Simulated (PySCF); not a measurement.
Input of a response calculation (the driver script's job line, then coordinates in Å):

```
{"job": {"kind": "uv", "xc": "wB97X-D", "basis": "def2-SVPD", "nstates": 8, "ntriplets": 3}, "charge": 0, "multiplicity": 1}
B      1.036181     1.572035     0.490648
N      0.502779     0.369869    -0.029390
C      1.359512    -0.532127    -0.696496
C      2.554138    -0.894315    -0.260846
B     -0.884907     0.016549     0.067232
C     -1.427649    -1.358847    -0.510911
C     -1.873155     0.954395     0.727968
C     -2.724904     1.640347     1.232635
H      0.339103     2.293629     1.088581
H      2.157941     1.839664     0.287029
H      0.962200    -0.941792    -1.617071
H      3.167313    -1.578879    -0.819102
H      2.959158    -0.516501     0.662044
H     -2.439087    -1.578091    -0.177523
H     -1.452133    -1.331465    -1.601016
H     -0.793273    -2.199927    -0.234543
H     -3.450216     2.257488     1.679777
```

Method used: TDDFT wB97X-D/def2-SVPD, vertical, gas phase, core orbitals frozen in the response in PySCF 2.14.0, density-fitted response routines. Job line and output are in the format of a driver script around the code.

Question: Give the output.

Answer: 
```
coarse grid: 14248 points
cycle   1  E = -299.9691848326  dE =  1.129e+00  |g| = 4.078e-01  |ddm| = 1.437e+01
cycle   2  E = -299.9989520492  dE = -2.977e-02  |g| = 2.910e-01  |ddm| = 1.749e+00
cycle   3  E = -300.0176717181  dE = -1.872e-02  |g| = 7.631e-02  |ddm| = 7.940e-01
cycle   4  E = -300.0188199059  dE = -1.148e-03  |g| = 4.135e-02  |ddm| = 2.519e-01
cycle   5  E = -300.0192462029  dE = -4.263e-04  |g| = 8.757e-03  |ddm| = 1.428e-01
cycle   6  E = -300.0192657460  dE = -1.954e-05  |g| = 2.045e-03  |ddm| = 2.696e-02
cycle   7  E = -300.0192674249  dE = -1.679e-06  |g| = 6.692e-04  |ddm| = 1.128e-02
final grid: 137800 points
cycle   8  E = -300.0666423966  dE = -1.294e-04  |g| = 7.029e-03  |ddm| = 2.863e-01
cycle   9  E = -300.0666445123  dE = -2.116e-06  |g| = 6.893e-03  |ddm| = 4.103e-02
cycle  10  E = -300.0666542704  dE = -9.758e-06  |g| = 9.128e-04  |ddm| = 1.457e-02
cycle  11  E = -300.0666544635  dE = -1.931e-07  |g| = 5.524e-04  |ddm| = 3.387e-03
cycle  12  E = -300.0666545489  dE = -8.533e-08  |g| = 1.564e-04  |ddm| = 1.709e-03
cycle  13  E = -300.0666545563  dE = -7.481e-09  |g| = 5.414e-05  |ddm| = 3.741e-04
cycle  14  E = -300.0666545579  dE = -1.561e-09  |g| = 2.041e-05  |ddm| = 2.082e-04
cycle  15  E = -300.0666545581  dE = -2.490e-10  |g| = 7.528e-06  |ddm| = 1.077e-04
converged SCF energy = -300.0666545581

Static polarisability (au): isotropic 94.110, principal 65.117 90.524 126.688

Singlet excitations
state   eV       nm        f      main configurations
  1   4.9255    251.7   0.00214   H-1->L 0.80, H->L 0.09
  2   5.4184    228.8   0.12193   H->L 0.78, H-1->L 0.09
  3   6.0730    204.2   0.10273   H-2->L 0.54, H->L+1 0.22, H-1->L+5 0.08
  4   6.4107    193.4   0.01073   H-3->L 0.64, H-3->L+1 0.15
  5   6.4547    192.1   0.21776   H->L+1 0.69, H-2->L 0.13
  6   6.9526    178.3   0.01103   H-4->L 0.28, H-5->L 0.14, H-1->L+1 0.14
  7   7.0954    174.7   0.00126   H-2->L+5 0.39, H->L+5 0.14, H-2->L+3 0.08
  8   7.1988    172.2   0.02069   H->L+2 0.66

Triplet excitations (Tamm-Dancoff, eV): 4.3470 4.5491 4.6482
```

Isolated species at its GFN2-xTB geometry (one conformer only).

The SCF starts on a coarse grid; the energy jumps when the final grid takes over, and dE counts afresh there. H and L stand for HOMO and LUMO.

On Intel Xeon at 2.50 GHz, one thread, shared host with 64 logical CPUs at a one-minute load of 63, this took 2.1 min of wall time and 1.0 GiB of memory at its peak.

Shape of the structure used: `[BH2:1][N:2]([CH:3]=[CH2:4])[B:5]([CH3:6])[C:7]#[CH:8]`: B1–N2–C3–C4 45°, B1–N2–B5–C6 -179°.

wB97X-D is run here without its empirical dispersion term; that term would change no orbital, density or response property at a fixed geometry.
